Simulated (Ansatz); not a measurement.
Ideal-gas functions of BGaH₃N (`[BH]1[NH][GaH]1`) at 298.15 K and 1 bar, from an Ansatz frequency run at PBE0-D4/def2-TZVP.

Molar mass 97.57 g/mol, point group Cs (symmetry number 1), electronic degeneracy 1, moments of inertia 16.829, 75.204, 92.034 u Å². Harmonic wavenumbers (cm⁻¹, unscaled): 373, 436, 508, 587, 605, 829, 860, 1001, 1368, 1993, 2667, 3536.

Use S(trans) = R[1.5 ln M + 2.5 ln T − 1.1517]; rotational temperatures θ = 24.2544 K / I; S(rot) = R[ln(√π/σ · √(T³/θAθBθC)) + 1.5]; for each mode x = 1.438777 ν̃/T, S = R[x/(eˣ − 1) − ln(1 − e⁻ˣ)] and H = RT x/(eˣ − 1); 1 cm⁻¹ = 0.0119627 kJ/mol; R = 8.31446 J/(mol·K).

By hand: the entropy, in J/(mol·K).

Translation 166.0. Rotation: θ = 1.4412, 0.3225, 0.2635 K, giving 97.0. Vibration, mode by mode: 4.47, 3.51, 2.67, 1.98, 1.85, 0.77, 0.68, 0.39, 0.09, 0.01, 0.00, 0.00, in all 16.4. Electronic 0.0. Sum 279.4 J/(mol·K).

By hand: H − E and G − E in kJ/mol, counted from the electronic energy.

Zero-point energy ½ × 14763 × 0.0119627 = 88.3; thermal vibration 3.5; translation, rotation and pV give 4 RT = 9.9. H − E = 101.7 kJ/mol, and G − E = 101.7 − 298.15 × 279.4/1000 = 18.4 kJ/mol.

Vibration gives 6 % of the entropy.
